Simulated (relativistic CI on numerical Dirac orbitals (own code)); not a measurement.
Hyperfine structure of Lu XLIII, mass number 176

Method of calculation: Dirac-Coulomb-Breit CI, KLI orbitals optimised for each configuration, model QED, unscaled Slater integrals (own radial code, finite nucleus).

Configuration list (outside the closed core [Ar]): 3d10 4s, 3d10 4p, 3d10 4d, 3d10 4f, 3d10 5s, 3d10 5p, 3d10 5d, 3d10 5f, 3d10 5g, 3d9 4p2, 3d10 6s, 3d10 6p, 3d10 6d, 3d8 4s 4p2, 3d9 4s2, 3d9 4p 4d. Levels of other configurations are missing.

Nuclear spin I = 7, μ = 3.16 μN, Q = 4.92 b (tables of Stone and Pyykkö). The electronic factors are computed for point nuclear moments, without core polarisation or the Bohr-Weisskopf and QED corrections.

| Level | E (10³ cm⁻¹) | A (GHz) | B (GHz) |
| --- | --- | --- | --- |
| 3d10 4s 2S_1/2 | 0.0 | 625 |  |
| 3d10 4p 2P°_1/2 | 729.2 | 197 |  |
| 3d10 4p 2P°_3/2 | 1384.7 | 23.52 | 517 |
| 3d10 4d 2D_3/2 | 2520.0 | 11.85 | 88.2 |
| 3d10 4d 2D_5/2 | 2659.0 | 4.745 | 108 |
| 3d10 4f 2F°_5/2 | 3874.5 | 2.468 | 28.1 |
| 3d10 4f 2F°_7/2 | 3907.8 | 1.347 | 31.8 |
| 3d10 5s 2S_1/2 | 6891.2 | 292.1 |  |

Levels with J = 0, under 50 % of one LS term, or S terms without an open s electron are left out. Small factors come from cancelling terms and can be off by tens of per cent or more.

At this charge energies of transitions that change n are usually good to better than 1 %, and those within a shell (Δn = 0) to a few per cent.

(1) Give the hyperfine levels of 3d10 4s 2S_1/2 relative to its centre of gravity.

Answers

(1) With K = F(F + 1) − I(I + 1) − J(J + 1), E = AK/2: F = 13/2: -2500, F = 15/2: 2188 GHz.

LS names give the leading component of a level, which can be under half, so a name can repeat, a term be missing and a line seem to break the LS rules.
